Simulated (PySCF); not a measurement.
## Basis and Hamiltonian dependence of the excitation energy of Be

Be [He] 2s2 (1S) → Be [He] 2s1 3s1 (3S). All values are computed (PySCF 2.14, energy differences of UHF-based or UKS calculations, no spin-orbit coupling). Values in eV.

| basis | Hamiltonian | functions | UHF | r2SCAN | PBE0 | MP2 (valence) | CCSD(T) (valence) | CCSD(T) (valence and next inner shell) |
| --- | --- | --- | --- | --- | --- | --- | --- | --- |
| def2-TZVPPD | non-relativistic | 22 | 5.666 | 6.190 | 6.254 | 6.313 | 6.707 | 6.707 |
| aug-cc-pVDZ-DK | spin-free X2C | 23 | 5.395 | 6.003 | 6.071 | 6.049 | 6.486 | n/a |
| aug-cc-pVDZ | non-relativistic | 23 | 5.386 | 5.999 | 6.068 | 6.040 | 6.473 | n/a |
| aug-cc-pCVDZ | non-relativistic | 27 | 5.357 | 5.955 | 6.019 | 6.020 | 6.453 | 6.456 |
| x2c-QZVPPall with one added diffuse shell each of s, p type | spin-free X2C | 40 | 5.334 | 5.952 | 6.012 | 6.056 | 6.442 | 6.445 |
| dyall-av2z | non-relativistic | 42 | 5.336 | 5.949 | 6.015 | 6.033 | 6.439 | n/a |
| aug-cc-pCVTZ-DK | spin-free X2C | 59 | 5.325 | 5.954 | 6.018 | 6.055 | 6.440 | 6.451 |
| aug-cc-pCVTZ | non-relativistic | 59 | 5.324 | 5.953 | 6.017 | 6.054 | 6.440 | 6.450 |
| dyall-acv3z | non-relativistic | 76 | 5.323 | 5.948 | 6.012 | 6.063 | 6.437 | 6.450 |
| dyall-acv3z | spin-free X2C | 76 | 5.324 | 5.949 | 6.012 | 6.064 | 6.438 | 6.450 |
| aug-cc-pVQZ-DK | spin-free X2C | 80 | 5.323 | 5.954 | 6.017 | 6.074 | 6.440 | n/a |
| aug-cc-pVQZ with one added diffuse shell each of s, p, d, f, g type | non-relativistic | 105 | 5.320 | 5.954 | 6.016 | 6.071 | n/a | n/a |
| aug-cc-pCVQZ-DK | spin-free X2C | 109 | 5.323 | 5.953 | 6.015 | 6.077 | n/a | n/a |
| aug-cc-pV5Z | non-relativistic | 127 | 5.321 | 5.954 | 6.019 | 6.083 | n/a | n/a |

Frozen in the all-electron rows: valence: 1s2; valence and next inner shell: nothing.

At UHF, def2-TZVPPD lies more than 0.3 eV from the median of the rows with comparable relativity. Of these, def2-TZVPPD has no diffuse functions of the l that the added or promoted electron needs.

Reference for a calculation without spin-orbit coupling: 6.457 eV (measured, between term centres; NIST).
